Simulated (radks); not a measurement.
Initial-state core-level shifts of the lead ion Pb3+ when its valence configuration changes from [Xe] 4f14 5d10 6s1. All-electron calculation, scalar-relativistic Kohn-Sham, r2SCAN, spin-polarised, spherical densities, finite nucleus; open shells are filled with parallel spins first (spin-orbit coupling, left out, can overturn this in heavy ions); meta-GGA in the generalised Kohn-Sham scheme; Fermi nuclear charge, rms radius 5.5012 fm. Program: a radial shooting solver on a logarithmic mesh with Libxc functionals. Shifts are changes of the shell-averaged eigenvalues in eV (positive: less bound); the change of the density at the nucleus, which sets a Mossbauer isomer shift, is in e/bohr^3, on a base of 2.954e+06.

\begin{tabular}{lrrrrr}
valence & 1s & 2s & 2p & 4p & density at nucleus \\ \hline
4f14 5d9.5 6s1 6p0.5 & -3.340 & -3.422 & -3.423 & -3.335 & +20.3 \\
4f12 5d10 6s1 6p2 & -43.459 & -46.657 & -46.276 & -42.470 & +504.2 \\
4f13 5d9.5 6s1 6p1.5 & -24.800 & -26.445 & -26.261 & -24.423 & +269.2 \\
4f13 5d10 6s2 & -19.768 & -21.358 & -21.174 & -19.429 & +612.8 \\
4f13 5d10 6s1 6p1 & -21.388 & -22.938 & -22.752 & -21.034 & +241.8 \\
4f14 5d8.5 6s2 6p0.5 & -8.478 & -8.771 & -8.778 & -8.458 & +435.2 \\
4f14 5d9.5 6s1.5 & -2.533 & -2.634 & -2.637 & -2.534 & +198.6 \\
4f14 5d9 6s1.5 6p0.5 & -5.911 & -6.098 & -6.102 & -5.900 & +225.4 \\
4f14 5d9 6s1 6p1 & -6.665 & -6.834 & -6.837 & -6.651 & +43.5 \\
\end{tabular}
